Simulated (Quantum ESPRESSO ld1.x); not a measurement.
Isoelectronic series with 15 electrons, all held in the configuration [Ne] 3s2 3p3, which need not be the ground one along the series. Method: Dirac Kohn-Sham, LDA (Slater exchange, VWN5 correlation), spin-unpolarised, spherical densities, point nucleus; open shells fill j = l - 1/2 first; computed with ld1.x of Quantum ESPRESSO 7.5. Total energies (hartree) and orbital eigenvalues (hartree):

ion    E (hartree)     3p3/2     3p1/2     3s1/2
P         -340.796  -0.20456  -0.20659  -0.51457
Ca5+      -670.455  -3.52812  -3.54689  -4.27962
Mn10+    -1117.052  -9.77206  -9.84091  -11.0017
Zn15+    -1682.079  -18.8419  -19.0216  -20.6174
Br20+    -2367.699  -30.7280  -31.1159  -33.1569
Zr25+     -3176.66  -45.4382  -46.1787  -48.6780
Rh30+     -4112.32  -62.9882  -64.2846  -67.2585
Sn35+     -5178.76  -83.3991  -85.5272  -88.9953
